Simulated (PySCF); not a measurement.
PySCF job for Sb(OH)2(TeH) (H3O2SbTe), SMILES [OH][Sb]([OH])[TeH], IEF-PCM-ωB97X/def2-SVP. Geometry: PBE-D3(BJ)/def2-SVP. The def2 effective core potentials stand for the cores of Sb, Te; spin–orbit coupling is left out. One conformer was computed; it need not be the lowest.

```python
import numpy as np
from pyscf import gto, scf, dft
from pyscf.solvent import pcm

mol = gto.M(
    atom='''
    Sb   -0.80997779    0.33925538    0.87359780
    O    -2.26443113   -0.48720882   -0.24921788
    H    -2.09037086   -0.32836338   -1.19953534
    O    -0.72236359    2.21955046    0.15874636
    H    -0.36759004    2.19803755   -0.75462603
    Te    1.25739628   -0.64638302   -0.80021644
    H     2.27657994    0.58148575   -0.26429892
    ''',
    basis='def2-SVP',
    ecp={'Sb': 'def2-svp', 'Te': 'def2-svp'},
    charge=0,
    spin=0,
    max_memory=1600,
    verbose=3,
)
mf = dft.RKS(mol, xc='wb97x').density_fit(auxbasis='def2-universal-jkfit')
mf.grids.level = 3
mf.conv_tol = 1e-9
mf.max_cycle = 100
mf.kernel()
res = {}
for name, eps in {'water': 78.355, 'methanol': 32.613, 'dimethylsulfoxide': 46.826}.items():
    s = mf.PCM()
    s.with_solvent.method, s.with_solvent.eps, s.with_solvent.lebedev_order = 'IEF-PCM', eps, 29
    s.kernel(mf.make_rdm1())
    res[name] = (s.e_tot, eps, s.dip_moment(), s.mo_energy, s.converged)
    print(f'{name}: electrostatic solvation free energy {(s.e_tot - mf.e_tot) * 627.509474:.3f} kcal/mol')
```

Program output:

```
converged SCF energy = -660.478691287672

WARN: PCM is an experimental feature. It is still in testing.
Features and APIs may be changed in the future.

converged SCF energy = -660.492731785496
Dipole moment(X, Y, Z, Debye):  1.22950,  0.05946, -0.15048
water: electrostatic solvation free energy -8.811 kcal/mol

WARN: PCM is an experimental feature. It is still in testing.
Features and APIs may be changed in the future.

converged SCF energy = -660.492299370215
Dipole moment(X, Y, Z, Debye):  1.22300,  0.05091, -0.14727
methanol: electrostatic solvation free energy -8.539 kcal/mol

WARN: PCM is an experimental feature. It is still in testing.
Features and APIs may be changed in the future.

converged SCF energy = -660.49252267059
Dipole moment(X, Y, Z, Debye):  1.22636,  0.05525, -0.14891
dimethylsulfoxide: electrostatic solvation free energy -8.679 kcal/mol
```

The calculation finished and met its thresholds.
